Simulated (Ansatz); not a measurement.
Two members of one family (Series (H2AlX)2), computed with Ansatz in the gas phase. The two geometries come from different levels. Binding counts from free atoms in the multiplicity of their measured ground term, without zero-point energy. The structures are stationary points that may keep the symmetry of their start.

First: (H2Al-mu-SH)2 (singlet, charge 0, B3LYP-D4/def2-SVP geometry).

```xyz
10

Al   -0.064    0.727   -1.479
H     0.979    0.154   -2.519
H    -1.117    1.879   -1.712
S     1.098    1.267    0.550
Al   -0.386   -0.320    1.572
H     0.480   -1.473    2.221
H    -1.535    0.517    2.254
S    -1.268   -1.112   -0.516
H     2.128    0.408    0.365
H    -0.314   -2.047   -0.735
```

```
            level  HOMO (eV)  LUMO (eV)  gap (eV)  binding per atom (eV)
  PBE-D4/def2-SVP      -7.17      -1.34      5.83                   2.85
 PBE-D4/def2-TZVP      -7.15      -1.52      5.62                   2.84
 B97M-V/def2-TZVP      -7.59      -1.44      6.14                   2.94
 PBE0-D4/def2-SVP      -8.40      -0.50      7.90                   2.84
PBE0-D4/def2-TZVP      -8.35      -0.66      7.69                   2.84
```

Second: (H2Al-mu-NH2)2 (singlet, charge 0, PBE0-D4/def2-SVP geometry).

```
atom   x (Å)   y (Å)   z (Å)
 Al1   0.868  -0.585  -0.964
  H2   0.378  -0.644  -2.481
  H3   2.280  -1.143  -0.473
  N4  -0.561  -1.220   0.232
 Al5  -0.867   0.584   0.966
  H6  -0.380   0.646   2.483
  H7  -2.278   1.141   0.472
  N8   0.562   1.219  -0.232
  H9  -0.262  -1.912   0.921
 H10  -1.367  -1.625  -0.245
 H11   0.258   1.907  -0.922
 H12   1.367   1.632   0.243
```

Problem. Estimate the same table for the second.

Solution. 
```
            level  HOMO (eV)  LUMO (eV)  gap (eV)  binding per atom (eV)
  PBE-D4/def2-SVP      -6.63      -0.72      5.92                   3.26
 PBE-D4/def2-TZVP      -6.69      -1.01      5.67                   3.24
 B97M-V/def2-TZVP      -7.10      -0.88      6.22                   3.29
 PBE0-D4/def2-SVP      -7.93       0.07      8.00                   3.22
PBE0-D4/def2-TZVP      -7.96      -0.26      7.70                   3.21
```
